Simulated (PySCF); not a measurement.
**Working out the ionisation energy of Sc⁶⁺**

Sc⁶⁺ [Ne] 3s2 3p3 (4S) → Sc⁷⁺ [Ne] 3s2 3p2 (3P). Computed with PySCF 2.14 in an uncontracted even-tempered set (19 s from 0.25 bohr⁻², ratio 2.5; 12 p from 0.33 bohr⁻², ratio 2.5; 5 d from 2.3 bohr⁻², ratio 2.7; 5 f from 3.5 bohr⁻², ratio 2.7), with scalar relativity by spin-free X2C-1e. Frozen: 1s2; the 22 highest virtual orbitals dropped. Energies in hartree (1 hartree = 27.21139 eV):

```
             part  Sc⁶⁺ (lower)  Sc⁷⁺ (upper)
              UHF   -751.774589   -746.768188
MP2 opposite-spin     -0.320329     -0.312374
    MP2 same-spin     -0.120748     -0.107231
```

Question: What does Hartree-Fock give?

Answer: (-746.768188) − (-751.774589) = 5.006401 hartree = 136.231 eV.

Question: What do MP2 and SCS-MP2 (6/5 opposite-spin, 1/3 same-spin) give?

Answer: The opposite-spin parts differ by 0.216 eV and the same-spin parts by 0.368 eV. MP2: 136.231 + (0.216) + (0.368) = 136.815 eV. SCS-MP2: 136.231 + 1.2 × (0.216) + (0.368)/3 = 136.613 eV.

A first-order spin-orbit estimate adds -0.422 eV to MP2 (outer shells), giving 136.393 eV against 137.99 ± 0.25 eV (semi-empirical (NIST evaluation); NIST Atomic Spectra Database, ionization energies).

What remains against the reference includes basis incompleteness, the frozen core and correlation beyond second order.
